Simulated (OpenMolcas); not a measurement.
# Nd2+: effect of correlating more closed shells

```
Program             : OpenMolcas 26.06
Basis               : ANO-RCC-VTZP [8s7p5d3f2g1h]
Scalar Hamiltonian  : DKH2, point nucleus
Active space        : 4 electrons in 7 orbitals (4f)
State averaging     : 2S+1 = 5 even, 35 roots; 2S+1 = 3 even, 210 roots (159 in the spin-orbit step); 2S+1 = 1 even, 196 roots (105 in the spin-orbit step)
Spin-orbit coupling : state interaction with AMFI integrals over the reference wave functions, term energies averaged over their components
```

Methods on the same reference wave functions:
A. CASSCF
B. MS-CASPT2, IPEA 0.25 Eh, imaginary shift 0.1 Eh (closed shells correlated: 5s 5p)
C. MS-CASPT2, IPEA 0.25 Eh, imaginary shift 0.1 Eh (closed shells correlated: 4d 5s 5p)

Energies in cm⁻¹ above 4f⁴ ⁵I₄, the measured ground level; measured values from Ding et al., The Spectrum and Energy Levels of the Low-lying Configurations of Nd III (preprint, 2023).

```json
{"Level": "4f⁴ ⁵I₄", "A": "0.0", "B": "0.0", "C": "0.0", "Measured": "0.0"}
{"Level": "4f⁴ ⁵I₅", "A": "1195", "B": "1233", "C": "1239", "Measured": "1138"}
{"Level": "4f⁴ ⁵I₆", "A": "2536", "B": "2590", "C": "2600", "Measured": "2388"}
{"Level": "4f⁴ ⁵I₇", "A": "3989", "B": "4030", "C": "4030", "Measured": "3715"}
{"Level": "4f⁴ ⁵I₈", "A": "5522", "B": "5520", "C": "5510", "Measured": "5093"}
{"Level": "4f⁴ ⁵F₁", "A": "14454", "B": "11690", "C": "11290", "Measured": ""}
{"Level": "4f⁴ ⁵F₂", "A": "14871", "B": "12080", "C": "11670", "Measured": "10774"}
{"Level": "4f⁴ ⁵F₃", "A": "15557", "B": "12790", "C": "12390", "Measured": "11425"}
{"Level": "4f⁴ ⁵S₂", "A": "16163", "B": "14440", "C": "14020", "Measured": ""}
{"Level": "4f⁴ ⁵F₄", "A": "16388", "B": "13570", "C": "13150", "Measured": "12181"}
{"Level": "4f⁴ ³K₆(1)", "A": "17447", "B": "14520", "C": "13730", "Measured": "14064"}
{"Level": "4f⁴ ⁵F₅", "A": "17455", "B": "14650", "C": "14240", "Measured": "13210"}
{"Level": "4f⁴ ³K₇(1)", "A": "18632", "B": "15740", "C": "14930", "Measured": "15154"}
{"Level": "4f⁴ ³K₈(1)", "A": "20033", "B": "17130", "C": "16320", "Measured": "16459"}
{"Level": "4f⁴ ³H₄(1) [61 %]", "A": "20287", "B": "15980", "C": "15400", "Measured": ""}
{"Level": "4f⁴ ⁵G₂", "A": "21508", "B": "18080", "C": "17500", "Measured": ""}
{"Level": "4f⁴ ³H₅(1) [67 %]", "A": "22158", "B": "17990", "C": "17410", "Measured": "16622"}
{"Level": "4f⁴ ⁵G₄ [56 %]", "A": "23106", "B": "19470", "C": "18900", "Measured": "16831"}
{"Level": "4f⁴ ³L₇", "A": "24284", "B": "21340", "C": "20230", "Measured": ""}
{"Level": "4f⁴ ⁵G₅ [72 %]", "A": "24581", "B": "21070", "C": "20510", "Measured": "18313"}
{"Level": "4f⁴ ³H₆(1) [70 %]", "A": "24638", "B": "20560", "C": "19970", "Measured": ""}
{"Level": "4f⁴ ³D₂ [61 %]", "A": "25126", "B": "20190", "C": "19530", "Measured": ""}
{"Level": "4f⁴ ³L₈", "A": "25394", "B": "22450", "C": "21330", "Measured": ""}
{"Level": "4f⁴ ³D₁ [54 %]", "A": "25913", "B": "21050", "C": "20380", "Measured": ""}
```

Deviations, from unrounded energies. A percentage is the sum of absolute deviations over the sum of measured energies, with the sign that they share, or ± where signs differ.

```
                        Against measurement  Levels      A     B     C
             mean absolute deviation (cm-1)      14   3300  1100   760
      fine structure of the ground term (%)       4   +7.4  +8.5  +8.5
other terms of the ground configuration (%)      10  +31.2  +9.6  ±6.6
```

C lies closest to measurement on these levels and A furthest from it. The largest miss of C in the table is 4f⁴ ⁵G₅ [72 %], by +2200 cm-1. The ranking rests on the paired levels alone, and a cruder setting can come out closer through cancelling errors.

Between B and C the level of the table that moves most is 4f⁴ ³L₈, by 1100 cm-1 (lowest in C, highest in B). Moves below CASPT2's spread within the term are not significant.

The mean deviations of B to C differ by less than CASPT2's widest spread within a term (1900 cm-1), so their order carries little weight.

From A to B the spin-free energies of the other terms of 4f⁴ shown, above ⁵I, scale by factors of 0.78 to 0.88, as is usual when dynamic correlation screens the repulsion within a d or f shell.

The lowest spin-free term lies below A's lowest term by 0.365 hartree in B, 0.830 hartree in C.

What an inner shell adds also hangs on whether the basis holds functions to correlate it.

Term energies are means over components that CASPT2 splits; among the terms shown or strongly mixed into the levels shown the widest spread is 1900 cm-1 (4f⁴ ⁵I, C). High states are left out of the spin-orbit mixing, which shifts the levels that they would mix with. Some levels mix across a computed gap that differs much from the measured one, so their mixing is not that of the real levels. Without dynamic correlation excited terms often stand tens of per cent too high (terms of higher spin than the ground term too low), and those without a measured partner can miss by more than the paired ones (holds for A). Blocks of more than 70 roots (2S+1 = 3 even, 1 even) ran without multistate coupling (holds for B; C). The CASPT2 spread within a term exceeds the gap to the next term for 4f⁴ ³G(1) and 4f⁴ ⁵G, so the order of their levels is uncertain, and so are names and mixing where such terms share a J (holds for B; C). Some terms miss by over 15 % even with CASPT2, which points to a basis or an active space too small for the shells correlated (holds for B). Measured partners are found by configuration, term and J. A level has none where our copy of the source lacks it or the pairing is in doubt (some pairs that miss far off the trend of their configuration count as doubtful), and it then counts in no deviation. Levels of configurations outside the active space are missing. The table leaves out levels that lie high or whose names do not pair safely across all columns.

A share in square brackets marks a mixed level and gives the weight of the term that names it, the lowest over the columns. A number in round brackets counts repeated terms of one configuration in the order of the reference energies.
